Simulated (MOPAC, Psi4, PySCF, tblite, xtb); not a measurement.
Dimer C2H6Cl2Si ··· C2H4 (SMILES C[Si](C)(Cl)Cl and C=C) at R = 4.29 Å between the centres of mass, closest contact 2.69 Å (lowest of the rigid-body minima from ten starts at GFN2-xTB). Geometry in Å and degrees:

```
Si
C 1 1.8549
H 2 1.0902 1 110.67
H 2 1.0917 3 108.47 1 -121.07
H 2 1.0917 3 108.47 4 -117.85
C 1 1.8549 2 114.31 3 179.72
H 6 1.0902 1 110.67 2 179.97
H 6 1.0917 7 108.47 1 -121.10
H 6 1.0917 7 108.46 8 -117.85
Cl 1 2.0697 2 108.63 3 -58.80
Cl 1 2.0698 2 108.64 3 58.19
C 9 2.7595 6 147.88 7 -101.15
C 12 1.3246 9 108.84 6 -51.62
H 13 1.0833 12 121.72 9 -96.59
H 12 1.0833 13 121.73 14 180.00
H 13 1.0833 14 116.54 12 180.00
H 12 1.0833 15 116.54 13 -180.00
```

Methods: GFN2-xTB (tblite); SAPT0/jun-cc-pVDZ, frozen core (Psi4); PBE/def2-TZVP, counterpoise-corrected (Psi4); PBE-D3(BJ)/def2-TZVP, counterpoise-corrected (Psi4); HF/aug-cc-pVTZ, counterpoise-corrected (Psi4); MP2/aug-cc-pVTZ = Psi4 1.11 with DF-MP2/aug-cc-pVTZ, frozen core, counterpoise-corrected; SCS-MP2/aug-cc-pVTZ = DF-SCS-MP2/aug-cc-pVTZ, frozen core, counterpoise-corrected (Psi4); PM3, restricted, heats of formation (MOPAC); PM6, restricted, heats of formation (MOPAC); GFN1-xTB (xtb); RKS-B3LYP/6-31G* = restricted B3LYP/6-31G*, spherical d, no counterpoise correction in PySCF; RKS-M06-2X/6-31G* = restricted M06-2X/6-31G*, spherical d, no counterpoise correction in PySCF; RKS-BP86/6-31G* = restricted BP86/6-31G*, spherical d, no counterpoise correction (PySCF); RKS-B3LYP/6-311+G** = restricted B3LYP/6-311+G**, spherical d, no counterpoise correction run with PySCF.

Q: What interaction energy does each level give?

A: 
```json
[
 {"method": "RKS-M06-2X/6-31G*", "E_int / kcal/mol": "-3.58"},
 {"method": "PBE-D3(BJ)/def2-TZVP", "E_int / kcal/mol": "-2.70"},
 {"method": "MP2/aug-cc-pVTZ", "E_int / kcal/mol": "-2.54"},
 {"method": "GFN2-xTB", "E_int / kcal/mol": "-2.36"},
 {"method": "GFN1-xTB", "E_int / kcal/mol": "-1.79"},
 {"method": "SCS-MP2/aug-cc-pVTZ", "E_int / kcal/mol": "-1.59"},
 {"method": "SAPT0/jun-cc-pVDZ", "E_int / kcal/mol": "-1.51"},
 {"method": "RKS-B3LYP/6-31G*", "E_int / kcal/mol": "-0.65"},
 {"method": "PM6", "E_int / kcal/mol": "-0.64"},
 {"method": "PM3", "E_int / kcal/mol": "-0.57"},
 {"method": "PBE/def2-TZVP", "E_int / kcal/mol": "-0.36"},
 {"method": "RKS-BP86/6-31G*", "E_int / kcal/mol": "-0.11"},
 {"method": "RKS-B3LYP/6-311+G**", "E_int / kcal/mol": "0.47"},
 {"method": "HF/aug-cc-pVTZ", "E_int / kcal/mol": "1.65"}
]
```
